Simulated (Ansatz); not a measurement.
Geometry optimisation, RKS PBE0-D4/def2-SVP (Ansatz).

The input (input.yaml):

```yaml
crystal:
  periodic: [false, false, false]
  atoms:
    - { symbol: Ge, position_ang: [0.0, 0.0, 0.0] }
    - { symbol: F, position_ang: [0.0, 0.0, 2.03] }
    - { symbol: Cl, position_ang: [2.0935, 0.0, -0.7393] }
    - { symbol: Cl, position_ang: [-1.0456, 1.8115, -0.7393] }
    - { symbol: Cl, position_ang: [-1.0456, -1.8115, -0.7393] }
    - { symbol: P, position_ang: [-2.4389, 0.0, 0.8104] }
    - { symbol: H, position_ang: [-3.2053, -0.8853, 0.0071] }
    - { symbol: H, position_ang: [-2.4887, -0.4268, 2.1638] }
    - { symbol: H, position_ang: [-1.1956, 0.0, 1.9332] }
basis:
  gaussian: { orbitals: def2-SVP }
hamiltonian:
  xc: pbe0
  dispersion: d4
relax:
  f_tol: 0.15
  max_steps: 25
  restrain:
    - { distance: [0, 5], at: 3.47, k: 30.0 }
    - { distance: [8, 1], at: 2.12, k: 30.0 }
    - { distance: [0, 1], at: 1.68, k: 30.0 }
    - { distance: [8, 5], at: 1.42, k: 30.0 }
output:
  orbitals: {}
```

Run as:

```bash
$ ansatz run input.yaml --threads 4 --pin off --max-ram 5120MiB --backend cpu --events-out ev --progress --plain --runs-dir out
```

Q: Where does it end, and by what steps?

A: It converged. The restraints hold the end off the free minimum; the threshold counts their pulls, which the force column leaves out. Restrained pairs: Ge1–P6 (2.57 → 3.49 Å), F2–H9 (1.20 → 2.12 Å), Ge1–F2 (2.03 → 1.70 Å), P6–H9 (1.68 → 1.42 Å). After 11 steps the energy has fallen by 4.994 eV (the restraints' own energy left out); H8 moved furthest, 1.12 Å.

```
step  energy less start (eV)  largest force component (eV/Å)  accepted
   0                  0.0000                           2.724       yes
   1                 -0.4854                           3.408       yes
   2                 -1.4383                           4.357       yes
   3                 -2.7516                           3.474       yes
   4                 -4.0764                           1.605       yes
   5                 -4.6582                           0.902       yes
   6                 -4.8773                           0.969       yes
   7                 -4.9447                           1.033       yes
   8                 -4.9811                           1.009       yes
   9                 -4.9886                           0.901       yes
  10                 -4.9945                           0.814        no
  11                 -4.9942                           0.896       yes
```

```xyz
9
Properties=species:S:1:pos:R:3
Ge 0.283 -0.006 -0.150
F 0.473 0.023 1.542
Cl 2.242 0.142 -0.953
Cl -0.839 1.649 -0.830
Cl -0.547 -1.866 -0.731
P -2.848 0.252 1.379
H -2.888 -0.703 0.320
H -3.595 -0.596 2.259
H -1.606 -0.208 1.891
```

Run time: 43 s on 4 threads of Arm Neoverse V1, on a shared host, peak memory 0.41 GiB.
